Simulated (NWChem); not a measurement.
Correlation energy of ITl

SMILES: [Tl][I]
```xyz
2

Tl     0.0000     0.0000    -1.1460
I      0.0000     0.0000     1.7514
```
Charge 0, spin multiplicity 1.

All runs are NWChem calculations. Structure: optimised with B3LYP/def2-SVP with def2 effective core potentials on I, Tl, a minimum by its harmonic frequencies.

Basis set: def2-SVP. Each correlation energy counts from its own Hartree-Fock reference.

Effective core potentials replace the inner electrons of I, Tl; spin-orbit coupling is left out. The correlated methods keep 8 core orbitals frozen. The structure started from a generated list of species. Coupled-cluster values serve here as a point of comparison, not as the truth.

### Question
One of these methods gave a correlation energy of -180.2 mHa. Which?
(A) SCS-MP2
(B) MP2
(C) CCSD
(D) CR-CCSD[T]

### Answer
B, MP2. The others give -171.0 (SCS-MP2), -202.9 (CR-CCSD[T]), -197.9 (CCSD).
